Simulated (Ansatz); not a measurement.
Geometry optimisation, RKS B3LYP/def2-SVP (Ansatz 0.2.0).

Input:

```yaml
crystal:
  periodic: [false, false, false]
  atoms:
    - { symbol: Ge, position_ang: [0.0, 0.0, 0.0] }
    - { symbol: H, position_ang: [0.0, 0.0, 1.9] }
    - { symbol: H, position_ang: [1.4616, 0.0, -0.5162] }
    - { symbol: Cl, position_ang: [-1.0456, 1.8115, -0.7393] }
    - { symbol: Cl, position_ang: [-1.0456, -1.8115, -0.7393] }
    - { symbol: F, position_ang: [-1.879, 0.0, 0.6243] }
    - { symbol: H, position_ang: [-1.0089, 0.0, 1.7574] }
basis:
  gaussian: { orbitals: def2-SVP }
hamiltonian:
  xc: b3lyp
relax:
  f_tol: 0.15
  max_steps: 25
  restrain:
    - { distance: [0, 5], at: 2.88, k: 30.0 }
    - { distance: [6, 1], at: 1.86, k: 30.0 }
    - { distance: [0, 1], at: 1.55, k: 30.0 }
    - { distance: [6, 5], at: 0.92, k: 30.0 }
```

Launched with:

```bash
$ ansatz run input.yaml --threads 2 --pin off --max-ram 3072MiB --backend cpu --events-out ev --progress --plain --runs-dir out
```

Question: Where does it end, and by what steps?

Answer: The run converged. The restraints hold the end off the free minimum. After 8 steps the energy has fallen by 3.359 eV (the restraints' own energy left out); F6 moved furthest, 0.83 Å. Parted: Ge1–F6 (1.98 → 2.89 Å). Joined: F6–H7 (1.43 → 0.92 Å).

```
step  energy less start (eV)  largest force component (eV/Å)  accepted
   0                  0.0000                           3.946       yes
   1                 -0.7179                           5.118       yes
   2                 -1.8515                           4.467       yes
   3                 -2.5578                           3.539       yes
   4                 -3.1673                           0.752       yes
   5                 -3.3003                           0.392       yes
   6                 -3.3524                           0.297       yes
   7                 -3.3459                           0.385       yes
   8                 -3.3590                           0.337       yes
```

```xyz
7
Properties=species:S:1:pos:R:3
Ge 0.194 0.000 -0.101
H 0.082 0.000 1.441
H 1.659 0.000 -0.567
Cl -0.721 1.782 -0.910
Cl -0.721 -1.782 -0.910
F -2.317 0.000 1.326
H -1.694 0.000 2.008
```

Time of the run: 24 s on 2 threads of Arm Neoverse V2 (shared host), peak memory 0.22 GiB.
